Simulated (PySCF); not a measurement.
A structure optimised at B3LYP-D3(BJ)/def2-SVP, used in a PySCF frequency run:

```xyz
5

Al    -0.4400     0.6305     0.0000
Cl     0.9149     2.2201     0.0000
F     -2.0665     0.9632     0.0000
Se     0.2903    -1.5460     0.0000
H     -1.1026    -2.0399     0.0000
```
Charge 0, spin multiplicity 1.

Problem. Write its SMILES, formula and point group.

Solution. [F][Al]([Cl])[SeH], AlClFHSe, Cs

Problem. What are its rotational constants (standard atomic weights)?

Solution. 4.0855, 1.2777, 0.97332 GHz
